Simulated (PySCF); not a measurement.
**`FB(F)C=C=Cc1cccs1`, C7H5BF2S**

Cartesian coordinates in Å; atom numbers follow the order of the lines, from 1:
```xyz
16

F    -4.4556   -1.2828    1.0805
B    -3.3945   -0.5823    0.7211
F    -3.1997    0.5714    1.3294
C    -2.4337   -1.1106   -0.3720
C    -1.3615   -0.4341   -0.7173
C    -0.2944    0.2668   -1.0280
C     1.0181    0.1604   -0.4127
C     2.1456    0.8822   -0.7411
C     3.2735    0.5389    0.0503
C     2.9896   -0.4373    0.9686
S     1.3511   -0.9454    0.8781
H    -2.6410   -2.0738   -0.8581
H    -0.3871    1.0063   -1.8328
H     2.1526    1.6352   -1.5307
H     4.2581    0.9961   -0.0548
H     3.6588   -0.8893    1.6995
```

Computed, not measured: quadratic response CAM-B3LYP/aug-cc-pVDZ first hyperpolarisability, Taylor convention, gas phase (PySCF 2.14.0). Geometry: PBE0-D3(BJ)/def2-SVP.

Task: Give the tensor of the static β(0;0,0) in the axes of these coordinates.

Result: In au, Taylor convention; rows are the first index (the induced dipole):
```tsv
	xx	yy	zz	xy	xz	yz
x	+159.8	-35.6	-6.7	+44.7	+7.6	+18.9
y	+44.7	+21.9	-12.9	-35.6	+18.9	+23.8
z	+7.6	+23.8	-8.0	+18.9	-6.7	-12.9
```
Norm of βᵢ = ⅓ Σⱼ (βᵢⱼⱼ + βⱼᵢⱼ + βⱼⱼᵢ): 131.2 au, hyper-Rayleigh value 71.9 au.
